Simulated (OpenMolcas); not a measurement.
# K: CASPT2 settings compared

```
Program             : OpenMolcas 26.06
Basis               : ANO-RCC-VDZ [5s4p]
Scalar Hamiltonian  : DKH2, point nucleus
Active space        : 1 electron in 8 orbitals (4s 4p 5s 5p)
State averaging     : 2S+1 = 2 even, 1 root; 2S+1 = 2 odd, 3 roots
Spin-orbit coupling : RASSI with atomic mean-field integrals over the reference wave functions, term energies averaged over their components
```

Methods on the same reference wave functions:
A. CASSCF
B. SS-CASPT2, IPEA 0.35 Eh, real shift 0.3 Eh (closed shells correlated: 3s 3p)
C. SS-CASPT2, IPEA 0.2 Eh, real shift 0.3 Eh (closed shells correlated: 3s 3p)
D. SS-CASPT2, IPEA 0.1 Eh, imaginary shift 0.15 Eh (closed shells correlated: 3s 3p)

Energies in cm⁻¹ above 4s ²S_1/2, the measured ground level; measured values from NIST Handbook of Basic Atomic Spectroscopic Data.

| Level | A | B | C | D | Measured |
| --- | --- | --- | --- | --- | --- |
| 4s ²S_1/2 | 0.0 | 0.0 | 0.0 | 0.0 | 0.0 |
| 4p ²P°_1/2 | 11537 | 11710 | 11715 | 11722 | 12985 |
| 4p ²P°_3/2 | 11576 | 11749 | 11753 | 11761 | 13043 |

Deviations, from unrounded energies. A percentage is the sum of absolute deviations over the sum of measured energies, with the sign that they share, or ± where signs differ.

```csv
Against measurement,Levels,A,B,C,D
mean absolute deviation (cm-1),2,1500,1300,1300,1300
other configurations (%),2,-11.2,-9.9,-9.8,-9.8
```

B, C, D lie about equally close to measurement and A furthest from it. The largest miss of D in the table is 4p ²P°_3/2, by -1300 cm-1. The ranking rests on the paired levels alone, and a cruder setting can come out closer through cancelling errors.

Among B to D the level of the table that moves most is 4p ²P°_1/2, by 12 cm-1 (lowest in B, highest in D).

The lowest spin-free term lies below A's lowest term by 0.034 hartree in B, 0.034 hartree in C, 0.034 hartree in D.

With one active electron outside closed inactive shells, the extra shells (5p 5s) add no correlation to the reference. ANO sets are built for ground and valence states and can reach diffuse excited orbitals poorly. With one active electron the reference holds no correlation, so core polarisation is missing (holds for A). With one active electron, CASPT2 adds the correlation within the correlated inactive shells and between them and that electron, and leaves the splitting within a term as the reference gives it (holds for B; C; D). Computed and measured levels are paired by configuration, term and J; levels that our copy of the source lacks, or whose pairing is in doubt (as where it misses far off the trend of its configuration), stay unpaired and out of the deviations. Levels of configurations outside the active space are missing.

° marks odd parity.
